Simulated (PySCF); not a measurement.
# Calcium: a sound run and one with changed settings

Sound run: Ca [Ar] 4s2, Ca+ [Ar] 4s1. Calculation: PySCF 2.14, in pcseg-2 (6s4p3d, 33 functions); no relativity, point nucleus. In the sound run the correlated levels freeze [Ar]. The sound run starts from symmetry-adapted Hartree-Fock orbitals and uses a fine grid where one is needed.

A second run was set up differently.

```
species   method  sound run (hartree)  changed run (hartree)  converged
     Ca      UHF           -676.74397             -669.98887        yes
     Ca     BP86           -677.63759             -670.76559        yes
     Ca      LDA           -675.73633             -668.82713        yes
     Ca      MP2           -676.76231             -670.00456        yes
     Ca  CCSD(T)           -676.77173             -670.01744        yes
    Ca+      UHF           -676.55577             -669.84136        yes
    Ca+     BP86           -677.41045             -670.56589        yes
    Ca+      LDA           -675.50810             -668.62561        yes
```

Ionisation energy of Ca:

| method | sound run (eV) | changed run (eV) |
| --- | --- | --- |
| UHF | 5.121 | 4.014 |
| BP86 | 6.181 | 5.434 |
| LDA | 6.210 | 5.484 |
| MP2 | 5.620 | 4.441 |
| SCS-MP2 | 5.720 | 4.526 |
| CCSD | 5.877 | 4.791 |
| CCSD(T) | 5.877 | 4.791 |
| CCSDT | 5.877 | 4.791 |
| FCI | 5.877 | 4.791 |

Question: What was changed?
A. angular grid far too coarse
B. level shift left on
C. minimal basis
D. radial grid too coarse

Answer: C. It used basis STO-3G. A minimal basis cannot let orbitals breathe on ionisation and holds almost no correlation.
